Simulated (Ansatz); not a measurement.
Relaxation of Ga₃H₂ with UKS r2SCAN-D4/def2-SVP.

```sh
$ ansatz run in.yaml --threads 4 --pin off --events-out ev --progress --plain --max-ram 3916MiB
```

```yaml
crystal:
  periodic: [false, false, false]
  atoms:
    - {symbol: Ga, position_ang: [0.531790, -0.444300, 0.781180]}
    - {symbol: Ga, position_ang: [1.169040, -0.265380, -1.705650]}
    - {symbol: Ga, position_ang: [-1.117620, 0.793130, -1.112820]}
    - {symbol: H, position_ang: [-2.364490, 1.118910, 0.152100]}
    - {symbol: H, position_ang: [1.781280, -1.202360, 1.885190]}
basis:
  gaussian: {orbitals: def2-SVP}
magnetization: {spin_polarized: true, initial_magnetization: 1}
hamiltonian: {xc: r2scan, dispersion: d4}
scf: {omitted_lower_state_checks: [starts]}
output: {orbitals: {seedname: orbitals}}
relax: {f_tol: 0.02, max_steps: 100}
```

Hardware: 4 threads of Arm Neoverse V2 on a shared host. Wall time 34 s.

Positions (Å) and forces (eV/Å) at steps 1, 2, 3, 4, 5, 6, 7 of 7:

```xyz
5
step=1 energy=-157144.2034 eV
Ga    0.532   -0.444    0.781    1.455   -0.734    0.553
Ga    1.169   -0.265   -1.706   -0.349    0.176   -0.034
Ga   -1.118    0.793   -1.113   -0.615   -0.035    1.434
H    -2.364    1.119    0.152    0.847   -0.146   -1.170
H     1.781   -1.202    1.885   -1.339    0.738   -0.784
5
step=2 energy=-157144.8243 eV
Ga    0.698   -0.511    0.762    0.142    0.098   -0.849
Ga    1.115   -0.232   -1.743   -0.612    0.246    0.297
Ga   -1.113    0.746   -0.924    0.583   -0.342    0.186
H    -2.329    1.127    0.047   -0.127    0.095   -0.134
H     1.629   -1.129    1.858    0.015   -0.096    0.500
5
step=3 energy=-157145.0635 eV
Ga    0.853   -0.560    0.656    0.404   -0.152   -0.144
Ga    1.008   -0.170   -1.803   -0.083    0.005    0.173
Ga   -1.052    0.689   -0.814   -0.131    0.000    0.274
H    -2.371    1.165   -0.027    0.058    0.016   -0.187
H     1.562   -1.123    1.988   -0.248    0.131   -0.116
5
step=4 energy=-157145.1487 eV
Ga    1.018   -0.618    0.570    0.070   -0.068    0.268
Ga    0.958   -0.147   -1.806    0.047    0.002   -0.137
Ga   -1.043    0.661   -0.712   -0.069   -0.028    0.250
H    -2.412    1.200   -0.090    0.047    0.009   -0.126
H     1.479   -1.096    2.039   -0.094    0.084   -0.255
5
step=5 energy=-157145.0822 eV rejected
Ga    0.996   -0.597    0.567    0.732   -0.400    0.194
Ga    0.932   -0.131   -1.818   -0.057   -0.002    0.170
Ga   -0.995    0.592   -0.531   -0.618    0.404   -0.533
H    -2.422    1.234   -0.215    0.098   -0.077    0.158
H     1.489   -1.097    1.997   -0.155    0.075    0.011
5
step=6 energy=-157145.1653 eV
Ga    1.066   -0.630    0.561    0.008    0.006   -0.049
Ga    0.945   -0.136   -1.821   -0.038    0.006    0.070
Ga   -1.037    0.630   -0.632    0.039   -0.018   -0.018
H    -2.427    1.224   -0.142   -0.006    0.004   -0.003
H     1.453   -1.087    2.034   -0.004    0.001    0.000
5
step=7 energy=-157145.1658 eV
Ga    1.071   -0.631    0.557    0.005   -0.003    0.006
Ga    0.940   -0.135   -1.815   -0.002    0.001    0.001
Ga   -1.035    0.627   -0.627   -0.007    0.003   -0.001
H    -2.427    1.226   -0.147    0.002    0.000   -0.004
H     1.451   -1.086    2.032    0.002   -0.001   -0.003
```

The structure comes from a short search, and lower isomers may exist.
